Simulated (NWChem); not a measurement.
Program: NWChem. System: C2H6N, charge 0, spin multiplicity 2, at a geometry optimised with UB3LYP/def2-SVP. The structure started from a generated list of species. Its SCF solution wasn't tested for a lower state. Level: UPBE/def2-TZVP.

Input file:

```
start mol
memory heap 200 mb stack 900 mb global 1100 mb
geometry units angstroms nocenter noautoz
  C      1.228866     0.122922     0.000000
  C     -0.170134    -0.483438     0.000000
  N     -1.201296     0.516786     0.000000
  H      2.004541    -0.659517     0.000000
  H      1.374481     0.756533     0.888984
  H      1.374481     0.756533    -0.888984
  H     -0.297339    -1.159924    -0.876296
  H     -0.297339    -1.159924     0.876296
  H     -2.102151     0.011894     0.000000
  symmetry group Cs
end
basis spherical
  * library def2-tzvp
end
dft
  xc xpbe96 cpbe96
  odft
  mult 2
  semidirect memsize 60000000 filesize 0
  iterations 100
end
task dft energy
```

NWChem printed:

```
             Northwest Computational Chemistry Package (NWChem) 7.3.0
             --------------------------------------------------------

                                NWChem Input Module
                                -------------------

 Scaling coordinates for geometry "geometry" by  1.889725989
 (inverse scale =  0.529177249)

 Turning off AUTOSYM since
 SYMMETRY directive was detected!

                             Geometry "geometry" -> ""
                             -------------------------

 Output coordinates in angstroms (scale by  1.889725989 to convert to a.u.)

  No.       Tag          Charge          X              Y              Z
 ---- ---------------- ---------- -------------- -------------- --------------
    1 C                    6.0000     1.22886600     0.12292200     0.00000000
    2 C                    6.0000    -0.17013400    -0.48343800     0.00000000
    3 N                    7.0000    -1.20129600     0.51678600     0.00000000
    4 H                    1.0000     2.00454100    -0.65951700     0.00000000
    5 H                    1.0000     1.37448100     0.75653300     0.88898400
    6 H                    1.0000     1.37448100     0.75653300    -0.88898400
    7 H                    1.0000    -0.29733900    -1.15992400    -0.87629600
    8 H                    1.0000    -0.29733900    -1.15992400     0.87629600
    9 H                    1.0000    -2.10215100     0.01189400     0.00000000

 Effective nuclear repulsion energy (a.u.)      75.3356971519

            Nuclear Dipole moment (a.u.)
            ----------------------------
        X                 Y               Z
 ---------------- ---------------- ----------------
    -0.0000113384     0.0000018897     0.0000000000

      Symmetry information
      --------------------

 Group name             Cs
 Group number              2
 Group order               2
 No. of unique centers     7

      Symmetry unique atoms

     1    2    3    4    5    7    9


 Summary of "ao basis" -> "" (spherical)
 ------------------------------------------------------------------------------
       Tag                 Description            Shells   Functions and Types
 ---------------- ------------------------------  ------  ---------------------
 *                         def2-tzvp                  on all atoms

  pbe96 is a nonlocal functional; adding pw91lda local functional.

                                 NWChem DFT Module
                                 -----------------

 Summary of "ao basis" -> "ao basis" (spherical)
 ------------------------------------------------------------------------------
       Tag                 Description            Shells   Functions and Types
 ---------------- ------------------------------  ------  ---------------------
 C                         def2-tzvp                11       31   5s3p2d1f
 N                         def2-tzvp                11       31   5s3p2d1f
 H                         def2-tzvp                 4        6   3s1p

 Summary of "ao basis" -> "ao basis" (spherical)
 ------------------------------------------------------------------------------
       Tag                 Description            Shells   Functions and Types
 ---------------- ------------------------------  ------  ---------------------
 C                         def2-tzvp                11       31   5s3p2d1f
 N                         def2-tzvp                11       31   5s3p2d1f
 H                         def2-tzvp                 4        6   3s1p

      Symmetry analysis of basis
      --------------------------

        a'         85
        a"         44

            General Information
            -------------------
          SCF calculation type: DFT
          Wavefunction type:  spin polarized.
          No. of atoms     :     9
          No. of electrons :    25
           Alpha electrons :    13
            Beta electrons :    12
          Charge           :     0
          Spin multiplicity:     2
          Use of symmetry is: on ; symmetry adaption is: on
          Maximum number of iterations: 100
          AO basis - number of functions:   129
                     number of shells:    57
          Convergence on energy requested:  1.00D-06
          Convergence on density requested:  1.00D-05
          Convergence on gradient requested:  5.00D-04

              XC Information
              --------------
          PerdewBurkeErnzerhof Exchange Functional  1.000
            Perdew 1991 LDA Correlation Functional  1.000 local
           PerdewBurkeErnz. Correlation Functional  1.000 non-local

             Grid Information
             ----------------
          Grid used for XC integration:  medium
          Radial quadrature: Mura-Knowles
          Angular quadrature: Lebedev.
          Tag              B.-S. Rad. Rad. Pts. Rad. Cut. Ang. Pts.
          ---              ---------- --------- --------- ---------
          C                   0.70       49          10.0       434
          N                   0.65       49          10.0       434
          H                   0.35       45          11.0       434
          Grid pruning is: on
          Number of quadrature shells:   327
          Spatial weights used:  Erf1

          Convergence Information
          -----------------------
          Convergence aids based upon iterative change in
          total energy or number of iterations.
          Levelshifting, if invoked, occurs when the
          HOMO/LUMO gap drops below (HL_TOL):  1.00D-02
          DIIS, if invoked, will attempt to extrapolate
          using up to (NFOCK): 10 stored Fock matrices.
[...]
   Bfn.  Coefficient  Atom+Function         Bfn.  Coefficient  Atom+Function
  ----- ------------  ---------------      ----- ------------  ---------------
    36      2.433665  2 C  s                114     -1.385443  7 H  s
   120     -1.385443  8 H  s                  5      1.291803  1 C  s
   126     -1.132709  9 H  s                 96     -0.811885  4 H  s
   102     -0.624270  5 H  s                108     -0.624270  6 H  s
    44     -0.620007  2 C  py                67      0.539460  3 N  s

 Vector   15  Occ=0.000000D+00  E= 4.434721D-02  Symmetry=a'
              MO Center=  2.5D-01, -3.7D-02,  3.3D-14, r^2= 7.9D+00
   Bfn.  Coefficient  Atom+Function         Bfn.  Coefficient  Atom+Function
  ----- ------------  ---------------      ----- ------------  ---------------
     5      4.346005  1 C  s                102     -1.510045  5 H  s
   108     -1.510045  6 H  s                 96     -1.244553  4 H  s
    67     -1.109977  3 N  s                126      0.995429  9 H  s
    43     -0.980209  2 C  px                36     -0.481426  2 C  s
    75      0.391585  3 N  py               114     -0.325459  7 H  s

 Vector   16  Occ=0.000000D+00  E= 6.978591D-02  Symmetry=a"
              MO Center=  6.3D-02, -8.2D-01, -1.4D-11, r^2= 5.7D+00
   Bfn.  Coefficient  Atom+Function         Bfn.  Coefficient  Atom+Function
  ----- ------------  ---------------      ----- ------------  ---------------
   114      1.947100  7 H  s                120     -1.947100  8 H  s
    45      1.338611  2 C  pz               102     -0.870969  5 H  s
   108      0.870969  6 H  s                 76     -0.282874  3 N  pz
    39      0.260575  2 C  pz                14      0.207870  1 C  pz
   113     -0.167842  7 H  s                119      0.167842  8 H  s

                     DFT Final Beta Molecular Orbital Analysis
                     -----------------------------------------

 Vector   10  Occ=1.000000D+00  E=-3.277054D-01  Symmetry=a'
              MO Center=  7.0D-01, -7.7D-02,  4.4D-15, r^2= 2.7D+00
   Bfn.  Coefficient  Atom+Function         Bfn.  Coefficient  Atom+Function
  ----- ------------  ---------------      ----- ------------  ---------------
     6      0.227117  1 C  px                95      0.227126  4 H  s
    68      0.190594  3 N  px                37     -0.177270  2 C  px
     9      0.170495  1 C  px                 7     -0.167019  1 C  py
    94      0.156835  4 H  s                 71      0.142263  3 N  px
    40     -0.126409  2 C  px                96      0.119485  4 H  s

 Vector   11  Occ=1.000000D+00  E=-3.141466D-01  Symmetry=a"
              MO Center=  7.3D-01,  4.8D-02, -1.2D-14, r^2= 2.3D+00
   Bfn.  Coefficient  Atom+Function         Bfn.  Coefficient  Atom+Function
  ----- ------------  ---------------      ----- ------------  ---------------
     8      0.267530  1 C  pz                11      0.189012  1 C  pz
    39     -0.186940  2 C  pz               101      0.183551  5 H  s
   107     -0.183551  6 H  s                 42     -0.139455  2 C  pz
   100      0.127760  5 H  s                106     -0.127760  6 H  s
    14      0.125611  1 C  pz               113      0.124816  7 H  s

 Vector   12  Occ=1.000000D+00  E=-2.270548D-01  Symmetry=a'
              MO Center= -9.6D-01,  4.9D-01, -1.2D-15, r^2= 1.6D+00
   Bfn.  Coefficient  Atom+Function         Bfn.  Coefficient  Atom+Function
  ----- ------------  ---------------      ----- ------------  ---------------
    69      0.356090  3 N  py                72      0.276227  3 N  py
     5     -0.265505  1 C  s                 67      0.264880  3 N  s
    75      0.231419  3 N  py                66      0.213812  3 N  s
   125     -0.160908  9 H  s                 38     -0.149685  2 C  py
    65      0.138964  3 N  s                 41     -0.120918  2 C  py

 Vector   13  Occ=0.000000D+00  E=-1.345228D-01  Symmetry=a"
              MO Center= -1.1D+00,  2.8D-01, -1.3D-15, r^2= 1.6D+00
   Bfn.  Coefficient  Atom+Function         Bfn.  Coefficient  Atom+Function
  ----- ------------  ---------------      ----- ------------  ---------------
    70      0.412428  3 N  pz                76      0.380861  3 N  pz
    73      0.340975  3 N  pz               114      0.189960  7 H  s
   120     -0.189960  8 H  s                113      0.155329  7 H  s
   119     -0.155329  8 H  s                 14     -0.128836  1 C  pz
   102      0.120014  5 H  s                108     -0.120014  6 H  s

 Vector   14  Occ=0.000000D+00  E= 1.474167D-02  Symmetry=a'
              MO Center= -6.5D-01, -7.9D-01, -3.0D-16, r^2= 6.4D+00
   Bfn.  Coefficient  Atom+Function         Bfn.  Coefficient  Atom+Function
  ----- ------------  ---------------      ----- ------------  ---------------
    36      2.421269  2 C  s                  5      1.455566  1 C  s
   114     -1.385423  7 H  s                120     -1.385423  8 H  s
   126     -1.108595  9 H  s                 96     -0.889075  4 H  s
   102     -0.690296  5 H  s                108     -0.690296  6 H  s
    44     -0.604319  2 C  py                67      0.544132  3 N  s

 Vector   15  Occ=0.000000D+00  E= 4.689048D-02  Symmetry=a'
              MO Center=  3.2D-01,  1.8D-02, -6.3D-14, r^2= 8.0D+00
   Bfn.  Coefficient  Atom+Function         Bfn.  Coefficient  Atom+Function
  ----- ------------  ---------------      ----- ------------  ---------------
     5      4.626193  1 C  s                102     -1.560377  5 H  s
   108     -1.560377  6 H  s                 96     -1.274742  4 H  s
    36     -1.063094  2 C  s                 43     -1.004675  2 C  px
    67     -1.004469  3 N  s                126      0.990656  9 H  s
    75      0.356000  3 N  py                44     -0.308716  2 C  py

   alpha - beta orbital overlaps
   -----------------------------

   alpha      1      2      3      4      5      6      7      8      9     10
    beta      1      2      3      4      5      6      7      8      9     10
 overlap   1.000  1.000  1.000  0.994  0.993  0.997  0.999  0.991  0.997  0.997

   alpha     11     12     13     14     15     16     17     18     19     20
    beta     11     12     13     14     15     16     17     18     19     20
 overlap   0.983  0.998  0.981  0.999  0.995  0.998  0.995  0.999  0.997  0.990

   alpha     21     22     23     24     25     26     27     28     29     30
    beta     21     22     23     24     25     26     27     28     30     29
 overlap   0.990  0.999  1.000  0.999  0.990  0.995  0.994  0.986  0.897  0.983

   alpha     31     32     33     34     35     36     37     38     39     40
    beta     31     32     33     34     35     36     37     38     39     40
 overlap   0.992  0.851  0.969  0.972  0.949  0.992  0.993  0.998  0.996  0.999

   alpha     41     42     43     44     45     46     47     48     49     50
    beta     41     42     43     44     45     46     47     48     49     50
 overlap   0.997  0.996  1.000  0.999  0.995  0.998  0.999  0.999  0.999  0.998

   alpha     51     52     53     54     55     56     57     58     59     60
    beta     51     53     52     54     55     56     57     59     58     60
 overlap   0.993  0.998  1.000  0.981  0.998  0.998  1.000  0.982  0.999  0.997

   alpha     61     62     63     64     65     66     67     68     69     70
    beta     61     62     63     64     65     66     67     70     68     69
 overlap   1.000  0.999  0.994  0.999  0.985  0.999  0.960  0.960  0.968  0.967

   alpha     71     72     73     74     75     76     77     78     79     80
    beta     71     72     73     74     75     76     77     78     79     80
 overlap   0.998  0.995  0.997  1.000  0.995  0.990  0.994  0.774  0.776  0.994

   alpha     81     82     83     84     85     86     87     88     89     90
    beta     81     82     83     84     85     86     87     88     89     90
 overlap   0.988  0.995  0.958  0.974  0.998  0.999  0.998  0.998  0.999  0.993

   alpha     91     92     93     94     95     96     97     98     99    100
    beta     92     91     93     94     95     96     97     98     99    100
 overlap   0.993  1.000  0.990  0.989  0.999  0.999  0.999  0.997  0.995  0.999

   alpha    101    102    103    104    105    106    107    108    109    110
    beta    101    102    103    104    105    106    107    108    109    110
 overlap   0.995  1.000  0.988  0.999  0.974  0.979  0.999  0.994  0.988  1.000

   alpha    111    112    113    114    115    116    117    118    119    120
    beta    111    112    113    114    115    116    117    118    119    120
 overlap   0.984  0.997  0.981  0.985  0.947  0.948  0.998  0.949  0.947  0.998

   alpha    121    122    123    124    125    126    127    128    129
    beta    121    122    123    124    125    126    127    128    129
 overlap   0.998  0.995  0.999  0.998  0.997  1.000  1.000  1.000  1.000

     --------------------------
     Expectation value of S2:
     --------------------------
      <S2> =      0.7531 (Exact =     0.7500)

 center of mass
 --------------
 x =  -0.08769871 y =   0.06197324 z =   0.00000000

 moments of inertia (a.u.)
 ------------------
          50.434398229383          15.687821693683           0.000000000000
          15.687821693683         193.594489344736           0.000000000000
           0.000000000000           0.000000000000         221.597175006732

     Multipole analysis of the density
     ---------------------------------

     L   x y z        total         alpha         beta         nuclear
     -   - - -        -----         -----         ----         -------
     0   0 0 0     -0.000000    -13.000000    -12.000000     25.000000

     1   1 0 0      0.014015      1.035346     -1.021320     -0.000011
     1   0 1 0     -0.744426     -0.657019     -0.087410      0.000002
     1   0 0 1     -0.000000     -0.000000      0.000000      0.000000

     2   2 0 0    -14.080788    -66.230085    -61.155461    113.304758
     2   1 1 0      1.614537      4.484586      2.570244     -5.440293
     2   1 0 1     -0.000000     -0.000000     -0.000000      0.000000
     2   0 2 0    -16.458578    -22.870864    -20.845801     27.258087
     2   0 1 1     -0.000000      0.000000     -0.000000      0.000000
     2   0 0 2    -14.945046    -14.005477    -12.068342     11.128774

 Task  times  cpu:        6.4s     wall:        6.4s

 Total times  cpu:        6.4s     wall:        6.4s
```
